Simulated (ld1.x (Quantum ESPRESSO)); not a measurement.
Fe, PAW: configuration errors across variants

iron (Fe), PAW, made with ld1.x (Quantum ESPRESSO) 7.5 (PBE, scalar-relativistic). Core [Ne] 3s2, reference 3p6 3d6 4s2 4p0. Waves: 4s (bound): rcut 1.80, rcutus 2.25 bohr; 4s channel at 1.75 Ry: rcut 1.80, rcutus 2.25 bohr; 3p (bound): rcut 1.20, rcutus 1.35 bohr; 4p (bound, empty): rcut 1.20, rcutus 1.35 bohr; 3d (bound): rcut 1.60, rcutus 1.95 bohr; 3d channel at 0.7 Ry: rcut 1.60, rcutus 1.95 bohr. Local part: all-electron potential smoothed inside 1.25 bohr (lloc = -1). Core correction: Bessel-smoothed model core inside 1.15 bohr. Augmentation charge: PSQ, radius 1.05 bohr.

All-electron excitation energies from the reference (eV): (1) 3p6 3d6 4s1 4p0 8.729; (2) 3p6 3d6 4s0 4p0 24.932; (3) 3p6 3d6 4s1 4p1 4.105.

The overlap operator is not positive definite (basis up to 400 Ry) in “waves 3d (bound): rcut 1.60, rcutus 2.20 bohr; 3d channel at 0.7 Ry: rcut 1.60, rcutus 2.20 bohr”. Such files are unfit for use, however small their errors in these radial tests.

Tests that are not counted but printed errors over 1 eV. “base”: 3p6 3d5 4s0 4p0 (solver errors, printed error -1426 eV). “waves 3d (bound): rcut 1.60, rcutus 2.20 bohr; 3d channel at 0.7 Ry: rcut 1.60, rcutus 2.20 bohr”: 3p6 3d5 4s0 4p0 (solver errors, printed error -1422 eV).

A true bound ghost makes a file unfit for plane-wave use even where its test errors are small: the radial tests pick states by their node count and pass the ghost by. Where a test does run into it, the solver fails or the error is huge.

Errors AE − PS in meV (a dash: test not solved or not reliable):

| change | (1) | (2) | (3) | bound ghosts |
| --- | --- | --- | --- | --- |
| base | -1.8 | -5.3 | -0.8 | s |
| waves 3d (bound): rcut 1.16, rcutus 1.24 bohr; 3d channel at 0.7 Ry: rcut 1.16, rcutus 1.24 bohr | -1.1 | -3.3 | -0.6 | s |
| waves 3d (bound): rcut 1.50, rcutus 1.60 bohr; 3d channel at 0.7 Ry: rcut 1.50, rcutus 1.60 bohr | -1.4 | -4.3 | -0.7 | s |
| waves 3d (bound): rcut 1.60, rcutus 1.86 bohr; 3d channel at 0.7 Ry: rcut 1.60, rcutus 1.86 bohr | -1.6 | -5.2 | -0.7 | s |
| waves 3d (bound): rcut 1.60, rcutus 2.20 bohr; 3d channel at 0.7 Ry: rcut 1.60, rcutus 2.20 bohr | -1.9 | -4.5 | -0.8 | s (d not tested, overlap not positive) |
| waves 3d (bound): rcut 1.60, rcutus 2.94 bohr; 3d channel at 0.7 Ry: rcut 1.60, rcutus 2.94 bohr | -3.2 | -12 | -1.2 | s |

(1) Give the same row for: waves 3d (bound): rcut 1.60, rcutus 2.54 bohr; 3d channel at 0.7 Ry: rcut 1.60, rcutus 2.54 bohr.

Answers

(1) -2.3, -8.8, -1.0; bound ghosts: s.
